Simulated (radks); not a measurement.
Results of a calculation; reference values are marked as such.
Q: These are the eigenvalues of the occupied orbitals of an atom or ion with whole-number occupations (eV). Code: a radial shooting solver on a logarithmic mesh with Libxc functionals. Model: scalar-relativistic Kohn-Sham, BLYP, spin-polarised, spherical densities, point nucleus.

orbital  eigenvalue
1s        -194.1590
2s         -19.4038

Which element is it, and in what charge state? The configuration may be excited. Open shells, if any, are filled with parallel spins first.

A: Z = 5, boron, charge +1: B+ in [He] 2s2. The 1s level, -7.1352 hartree, gives Z - s = 3.8 by -(Z - s)^2/2, which with screening and relativity narrows Z to a few neighbours, and with so few levels the electron count can be read from the list.
